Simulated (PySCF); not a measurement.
Bonding in `C=C(C)[Si@@]1(O[SiH3])OCC1=C`

Compound: C₆H₁₂O₂Si₂.
Numbering: `[CH2:1]=[C:2]([CH3:3])[Si@@:4]1([O:5][SiH3:6])[O:7][CH2:8][C:9]1=[CH2:10]` (hydrogens: H11, H12 on C1; H13, H14, H15 on C3; H16, H17, H18 on Si6; H19, H20 on C8; H21, H22 on C10)

Structure used (GFN2-xTB), in Å, numbered top down from 1:
```
atom  x, y, z in Å
C1     2.6005    0.8273    0.3984
C2     1.7903   -0.1016   -0.0887
C3     2.2980   -1.4352   -0.5468
Si4   -0.0618    0.1928   -0.2277
O5    -0.3431    1.7376    0.1529
Si6   -1.2802    3.0597    0.2782
O7    -0.7493   -0.3048   -1.6626
C8    -1.6434   -1.2750   -1.1085
C9    -1.3144   -1.1036    0.3477
C10   -1.8102   -1.7069    1.4093
H11    3.6663    0.6746    0.4776
H12    2.2227    1.7779    0.7310
H13    1.9737   -1.6244   -1.5684
H14    3.3843   -1.4790   -0.5044
H15    1.8872   -2.2250    0.0816
H16   -2.2947    2.7829    1.2951
H17   -0.3269    4.0863    0.6927
H18   -1.8881    3.3489   -1.0185
H19   -1.4020   -2.2642   -1.5045
H20   -2.6723   -1.0198   -1.3702
H21   -2.5825   -2.4588    1.3337
H22   -1.4645   -1.4705    2.4014
```

Bond orders from the PBE0/pcSseg-1 density (PySCF). Isolated species at its GFN2-xTB geometry (one conformer only).

Q: How far do the computed orders between heavy atoms stray from the drawn ones?

A: The largest departure is 0.211, at C9–Si4 (drawn single, 0.789). Drawn single, order below 0.88: C2–Si4 (0.824) and C9–Si4 (0.789).

Q: Set the Mayer orders of the bonds between heavy atoms beside their lengths.

A: 
```
  bond  drawn as  length (Å)  Mayer order
 C1–C2    double       1.325        1.983
 C2–C3    single       1.499        1.045
C2–Si4    single       1.881        0.824
Si4–O5    single       1.616        0.986
O5–Si6    single       1.625        0.900
Si4–O7    single       1.667        1.015
 O7–C8    single       1.431        0.905
 C8–C9    single       1.503        1.042
C9–C10    double       1.318        1.962
C9–Si4    single       1.892        0.789
```

Bonds between the same two heavy elements. C–C: lowest C8–C9 and C2–C3 (1.042, 1.503 Å), highest C1–C2 (1.983, 1.325 Å); in 1 of the 6 pairs the longer bond (by over 0.003 Å) has the higher order (by 0.02 or more). C–Si: lowest C9–Si4 (0.789, 1.892 Å), highest C2–Si4 (0.824, 1.881 Å). O–Si: lowest O5–Si6 (0.900, 1.625 Å), highest Si4–O7 (1.015, 1.667 Å); in 2 of the 3 pairs the longer bond (by over 0.003 Å) has the higher order (by 0.02 or more). Bonds named together lie within 0.004.

Q: And the bonds to hydrogen?

A: C–H: 0.93 to 0.96 (9 bonds); H–Si: 0.93 (3 bonds).

Q: Sum the orders of all bonds at each heavy atom with more than one neighbour and set the sums beside the valence in the SMILES.

A: C1 3.871 (drawn 4), C2 3.852 (drawn 4), C3 3.905 (drawn 4), Si4 3.614 (drawn 4), O5 1.886 (drawn 2), Si6 3.694 (drawn 4), O7 1.920 (drawn 2), C8 3.809 (drawn 4), C9 3.793 (drawn 4), C10 3.851 (drawn 4). Orders between atoms that aren't bonded are not in these sums.

Mayer orders depend on the basis set.

These values come from a run that also computed NMR shieldings. On Arm Neoverse N1, one thread, on a shared host, this took 2.0 min (with the writing of density and orbital grids) and 1.1 GiB of memory at its peak.
